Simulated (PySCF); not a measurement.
**Electronic absorption of C4H5ClF2O**

Species: C4H5ClF2O.
Numbering: `[CH2:1]=[C:2]([F:3])[O:4][CH2:5][C@H:6]([F:7])[Cl:8]` (hydrogens: H9, H10 on C1; H11, H12 on C5; H13 on C6)

Structure used (GFN2-xTB), in Å, numbered top down from 1:
```
atom  x, y, z in Å
C1    -2.4479    0.1807    0.5579
C2    -1.3192   -0.1704   -0.0271
F3    -0.9697   -1.4739   -0.1334
O4    -0.4413    0.6808   -0.5859
C5     0.8542    0.2127   -0.8877
C6     1.6756   -0.0393    0.3785
F7     1.9118    1.1281    1.0274
Cl8    3.2404   -0.7621   -0.0665
H9    -2.7085    1.2157    0.6456
H10   -3.1199   -0.5642    0.9352
H11    0.8261   -0.7089   -1.4797
H12    1.3191    1.0126   -1.4677
H13    1.1749   -0.7113    1.0858
```

Theory: TDDFT PBE0/def2-SVPD, vertical, gas phase, core orbitals frozen in the response in PySCF.

| state | E (eV) | λ (nm) | ν̃ (cm⁻¹) | f | main configurations (H = HOMO, L = LUMO) |
| --- | --- | --- | --- | --- | --- |
| S1 | 6.25 | 198.5 | 50380 | 0.018 | H→L (92%) |
| S2 | 6.82 | 181.8 | 54990 | 0.037 | H→L+2 (88%) |
| S3 | 7.15 | 173.4 | 57680 | 0.373 | H→L+1 (78%), H→L+4 (8%) |
| S4 | 7.40 | 167.6 | 59660 | 0.031 | H→L+4 (80%) |
| S5 | 7.50 | 165.4 | 60450 | 0.098 | H→L+3 (85%), H→L+1 (10%) |
| S6 | 7.58 | 163.6 | 61120 | 0.0031 | H-1→L (89%) |

Triplets (Tamm–Dancoff): T1 4.47 eV, H→L+1 (92%); T2 6.08 eV, H→L (86%).

The lowest singlet lies at 6.25 eV (198 nm, vacuum ultraviolet) and is weak; its leading configuration is HOMO→LUMO (92%). The strongest level in the table is S3 at 7.15 eV (173 nm, f = 0.373). Löwdin shares by element: HOMO carbon 62% or more, oxygen 19%, fluorine 6% or more; LUMO chlorine 47%, carbon 33% or more (atoms not listed hold the other 20%). The oscillator strengths of these states sum to 0.559; summed over the whole spectrum of an exact calculation they would give the number of electrons, 72 (Thomas–Reiche–Kuhn). Weighted by f, the mean energy of these states is 7.18 eV. Orbital energies (eV): HOMO-3 -10.44, HOMO-2 -9.53, HOMO-1 -9.21, HOMO -7.25, LUMO 0.04, LUMO+1 0.43, LUMO+2 0.64. The window holds the lowest 6 singlets.

One conformer stands for the species.
